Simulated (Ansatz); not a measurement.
Ge2F5⁻. Charge -1, multiplicity 1. Geometry PBE0-D4/def2-SVPD; atoms count from 1.

Cartesian coordinates in Å:
```
Ge 0.338 -1.634 -1.262
Ge -0.248 1.170 1.113
F 0.007 0.196 -0.628
F 1.729 -1.849 -0.126
F 0.841 2.501 0.550
F -1.766 1.935 0.492
F -0.901 -2.320 -0.138
```

The structure comes from a short search, and lower isomers may exist.

Estimate the Mulliken populations from the PBE0/def2-TZVPD orbitals of Ansatz.


| atom | charge (e) |
| --- | --- |
| Ge1 | 0.49 |
| Ge2 | 0.63 |
| F3 | -0.26 |
| F4 | -0.47 |
| F5 | -0.47 |
| F6 | -0.47 |
| F7 | -0.46 |
Mulliken values depend strongly on the basis. With diffuse functions, as here, like atoms can get unlike values, and bond orders can come out too low or too high.

And the Mayer bond orders between heavy atoms (over 0.3)?

Ge1–F4 0.64 (1.81 Å); Ge1–F7 0.64 (1.81 Å); Ge2–F5 0.64 (1.81 Å); Ge2–F6 0.64 (1.81 Å).
